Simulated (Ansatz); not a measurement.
F$_{3}$Si, doublet, geometry from GFN2-xTB, atoms displaced at random by about 0.02 Å a coordinate; PBE0/3-21G (Ansatz, an electronic-structure program).

Input for Ansatz:
Ansatz 0.2 input:
```yaml
crystal:
  periodic: [false, false, false]
  atoms:
    - {symbol: Si, position_ang: [0.25261243, 0.26732347, 0.24227175]}
    - {symbol: F, position_ang: [-0.70339319, -0.72131602, 1.06342806]}
    - {symbol: F, position_ang: [-0.74560489, 1.07496699, -0.67191958]}
    - {symbol: F, position_ang: [1.06151766, -0.69976441, -0.75699095]}
basis:
  gaussian:
    orbitals: 3-21G.json
hamiltonian:
  xc: pbe0
magnetization: {spin_polarized: true, initial_magnetization: 1}
relax: {max_displacement: 0.5}
```
The basis file holds 3-21G in the JSON format of the Basis Set Exchange.

Question: Write the output that Ansatz gives for this input, abridged.

Answer: 
```
Functional definition: PBE0
452 factors; integrals over basis functions are off by at most 5.7e-5 eV
mean field evaluation 1: about -15930.4235 eV, gradient 3.1e1 eV
mean field evaluation 2: about -15928.2582 eV, gradient 4.2e1 eV
mean field evaluation 4: about -15933.3691 eV, gradient 8.2e-1 eV
mean field evaluation 8: about -15933.4331 eV, gradient 1.0e-2 eV
mean field -15933.43306573 eV, -585.5428650969 hartree, gradient 2.6e-5 eV, S^2 0.751226; 0 other end points of the search recorded, 0 dependent functions left out
the calculation of the forces begins
reference -15933.43308472 eV, -585.5428657946 hartree; 21, 20 occupied and 19, 20 virtual orbitals, 452 factors
relax step   1: F+E_penalty+E_count = -15933.43306573 eV  Δ(F+E_penalty+E_count) = +0.000e0 eV  max|allowed force component| = 1.550e0 eV/Å  Δτ_max = 0.0000 Å  (25 SCF iters, accepted)
these checks for a lower state are left out or cut short: starts, cluster_reference, orbital_swaps, neighbouring_geometries, increment
452 factors; integrals over basis functions are off by at most 6.3e-5 eV
mean field evaluation 16: about -15933.4487 eV, gradient 2.4e0 eV
mean field -15933.52709762 eV, -585.5463207049 hartree, gradient 1.4e-5 eV, S^2 0.751319; 0 other end points of the search recorded, 0 dependent functions left out
the calculation of the forces begins
reference -15933.52711659 eV, -585.5463214023 hartree; 21, 20 occupied and 19, 20 virtual orbitals, 452 factors
relax step   2: F+E_penalty+E_count = -15933.52709762 eV  Δ(F+E_penalty+E_count) = -9.403e-2 eV  max|allowed force component| = 7.603e-1 eV/Å  Δτ_max = 0.0331 Å  (29 SCF iters, accepted)
these checks for a lower state are left out or cut short: starts, cluster_reference, orbital_swaps, neighbouring_geometries, increment
452 factors; integrals over basis functions are off by at most 7.1e-5 eV
mean field -15933.55916740 eV, -585.5474992475 hartree, gradient 1.5e-5 eV, S^2 0.751455; 0 other end points of the search recorded, 0 dependent functions left out
the calculation of the forces begins
reference -15933.55918638 eV, -585.5474999450 hartree; 21, 20 occupied and 19, 20 virtual orbitals, 452 factors
relax step   3: F+E_penalty+E_count = -15933.55916740 eV  Δ(F+E_penalty+E_count) = -3.207e-2 eV  max|allowed force component| = 3.496e-2 eV/Å  Δτ_max = 0.0332 Å  (29 SCF iters, accepted)
these checks for a lower state are left out or cut short: starts, cluster_reference, orbital_swaps, neighbouring_geometries, increment
452 factors; integrals over basis functions are off by at most 7.1e-5 eV
mean field evaluation 32: about -15933.5592 eV, gradient 4.5e-4 eV
mean field -15933.55919200 eV, -585.5475001518 hartree, gradient 1.4e-5 eV, S^2 0.751447; 0 other end points of the search recorded, 0 dependent functions left out
the calculation of the forces begins
reference -15933.55921100 eV, -585.5475008499 hartree; 21, 20 occupied and 19, 20 virtual orbitals, 452 factors
relax step   4: F+E_penalty+E_count = -15933.55919200 eV  Δ(F+E_penalty+E_count) = -2.461e-5 eV  max|allowed force component| = 2.485e-2 eV/Å  Δτ_max = 0.0045 Å  (23 SCF iters, accepted)
these checks for a lower state are left out or cut short: starts, cluster_reference, orbital_swaps, neighbouring_geometries, increment
452 factors; integrals over basis functions are off by at most 7.1e-5 eV
mean field -15933.55924679 eV, -585.5475021653 hartree, gradient 9.3e-6 eV, S^2 0.751450; 0 other end points of the search recorded, 0 dependent functions left out
the calculation of the forces begins
reference -15933.55926578 eV, -585.5475028631 hartree; 21, 20 occupied and 19, 20 virtual orbitals, 452 factors
relax step   5: F+E_penalty+E_count = -15933.55924679 eV  Δ(F+E_penalty+E_count) = -5.479e-5 eV  max|allowed force component| = 6.537e-4 eV/Å  Δτ_max = 0.0021 Å  (22 SCF iters, accepted)
452 factors; integrals over basis functions are off by at most 7.1e-5 eV
mean field -15933.55924679 eV, -585.5475021653 hartree, gradient 9.3e-6 eV, S^2 0.751450; 1 other end points of the search recorded, 0 dependent functions left out
the calculation of the forces begins
reference -15933.55926578 eV, -585.5475028631 hartree; 21, 20 occupied and 19, 20 virtual orbitals, 452 factors
Total energy: -15933.55926578 eV, -585.5475028631 hartree
Atom 0 at     0.240897     0.247614     0.237921 Å, force    -0.000654     0.000320    -0.000142 eV/Å
Atom 1 at    -0.713048    -0.748053     1.116115 Å, force     0.000364    -0.000163    -0.000044 eV/Å
Atom 2 at    -0.760875     1.131241    -0.704532 Å, force     0.000411    -0.000051     0.000079 eV/Å
Atom 3 at     1.098158    -0.709591    -0.772714 Å, force    -0.000120    -0.000106     0.000107 eV/Å
Dipole moment:     0.227136     0.221055     0.222226 e Å
```
